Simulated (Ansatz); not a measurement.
Cost and result for the atomization energy of `F[CH2][InH][SiH3]` (10 atoms, 9 bonds).

Z-matrix (Å, degrees):
```
C
In 1 2.185
F 1 1.390 2 112.2
H 1 1.095 2 110.5 3 120.7
H 1 1.095 2 110.5 3 -120.7
Si 2 2.580 1 119.8 3 179.5
H 2 1.727 1 118.2 3 -0.2
H 6 1.489 2 112.8 1 5.7
H 6 1.491 2 110.1 1 -114.5
H 6 1.490 2 111.0 1 126.6
```

The species carries charge 0 and has multiplicity 1. Correlated methods include outer-core shells of In, which these sets cover unevenly. In takes the def2 core potential. All single points use the PBE0-D4/def2-TZVP geometry. It is one conformer, not always the lowest. Program: Ansatz. All runs use 4 threads of an Arm Neoverse V2 on a shared host. Times are those of one run each, without the atoms' runs, and a repeat can differ threefold. Electronic energies, without spin–orbit coupling; frozen cores. CCSD(T)/CBS adds CCSD(T) − MP2 in def2-TZVPP to the MP2 limit, and its time is that of the two runs behind it. T1 = 0.013. With those shells the extrapolation isn't a true limit. B3LYP takes the VWN-RPA correlation (the form of Gaussian; ORCA's B3LYP/G).

CCSD(T)/CBS is a level of theory with its own doubt, some kJ/mol a heavy atom from the limit and from the frozen cores, so smaller differences don't rank the functionals.

| level | functions | wall time | atomization (kcal/mol) | difference from CCSD(T)/CBS | per bond |
| --- | --- | --- | --- | --- | --- |
| PBE-D4/def2-TZVPP (with forces) | 238 | 2 s | 695.6 | 1.0 | 0.1 |
| PBE0-D4/def2-TZVPP | 238 | 2.5 s | 687.4 | -7.2 | -0.8 |
| r2SCAN-D4/def2-TZVPP (with forces) | 238 | 3.9 s | 693.2 | -1.4 | -0.2 |
| B3LYP-D4/def2-TZVPP (with forces) | 238 | 4.1 s | 689.0 | -5.6 | -0.6 |
| B2PLYP/def2-TZVPP | 238 | 4.6 s | 680.7 | -13.9 | -1.5 |
| ωB97X-V/def2-TZVPP | 238 | 6.5 s | 699.0 | 4.4 | 0.5 |
| ωB97M-V/def2-TZVPP (with forces) | 238 | 9.5 s | 694.4 | -0.2 | 0.0 |
| MP2/def2-QZVPP | 446 | 16 s | 686.5 | -8.1 | -0.9 |
| CCSD(T)/def2-TZVPP | 238 | 2.4 min | 677.6 | -17.0 | -1.9 |
| CCSD(T)/CBS(def2) | – | 2.6 min | 694.6 | 0.0 | 0.0 |

From PBE to PBE0 (25 % exact exchange), in def2-TZVPP and without D4, the atomization energy moves by −7.6 kcal/mol: exact exchange takes away binding that semilocal exchange gives to molecules. In def2-TZVPP, CCSD(T) changes the Hartree–Fock value by +173.4 kcal/mol (the triples alone add +8.7 kcal/mol) and MP2 by +172.1 kcal/mol; breaking electron pairs costs correlation energy, which Hartree–Fock lacks. The D4 term adds +6.6 kcal/mol with B3LYP and +3.5 kcal/mol with PBE0; it sums over pairs of atoms, weighted by their polarisabilities, and B3LYP, whose exchange is more repulsive, gets the larger term.

Spin–orbit coupling would lower the free In atoms strongly, and the atomization energy with them, by more than many differences here.
